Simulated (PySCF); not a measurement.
A side-by-side comparison of computed properties.

First species: C₇H₉FS.
Structure used (GFN2-xTB), in Å, numbered top down from 1:
```xyz
18
C7H9FS angstrom
C      3.155    0.535   -0.477
C      2.275   -0.281    0.069
C      1.135   -0.907   -0.681
C     -0.167   -0.461   -0.102
C     -1.063    0.357   -0.643
F     -0.922    0.899   -1.873
C     -2.283    0.726    0.143
C     -2.309   -0.199    1.357
S     -0.652   -0.984    1.511
H      3.113    0.797   -1.521
H      3.958    0.971    0.093
H      2.318   -0.531    1.121
H      1.206   -1.996   -0.599
H      1.170   -0.623   -1.734
H     -2.218    1.778    0.442
H     -3.183    0.609   -0.464
H     -3.028   -1.009    1.238
H     -2.514    0.325    2.288
```

Second species: C7H9FS.
SMILES: `CSC1=CC=CC[C@@H]1F`

Levels: PBE0/pcSseg-1 for dipole moment, HOMO energy, LUMO energy and HOMO–LUMO gap; GFN2-xTB for rotational constant A and rotational constant C. Geometries: GFN2-xTB. Each structure is a single optimised conformer of the isolated species, non-relativistic unless stated. Electronic properties by PySCF.

The conformers computed, where there is a choice (atom-mapped SMILES and torsion angles):
- `[CH2:1]=[CH:2][CH2:3][C:4]1=[C:5]([F:6])[CH2:7][CH2:8][S:9]1`: C1–C2–C3–C4 -118°, C2–C3–C4–C5 109°
- `[CH3:1][S:2][C:3]1=[CH:4][CH:5]=[CH:6][CH2:7][C@@H:8]1[F:9]`: C1–S2–C3–C4 2°

```csv
property,column X,column Y
dipole moment,1.42 D,2.41 D
HOMO energy,-5.79 eV,-5.86 eV
LUMO energy,0.13 eV,-1.04 eV
HOMO–LUMO gap,5.92 eV,4.82 eV
rotational constant A,2.014 GHz,2.455 GHz
rotational constant C,0.763 GHz,0.809 GHz
```

**Question.** Which column belongs to which species?

**Answer.** Column X is the first species and column Y the second. The first has 18 atoms and 76 electrons, the second 18 and 76.

**Question.** How does each property change from the first species to the second?

**Answer.** dipole moment +0.99 D; HOMO energy -0.07 eV; LUMO energy -1.17 eV; HOMO–LUMO gap -1.10 eV; rotational constant A +0.441 GHz; rotational constant C +0.046 GHz.

On the first: In atomic units the dipole is 0.56 e·bohr (1 au = 2.5417 D).

On the second: In atomic units the dipole is 0.95 e·bohr (1 au = 2.5417 D).
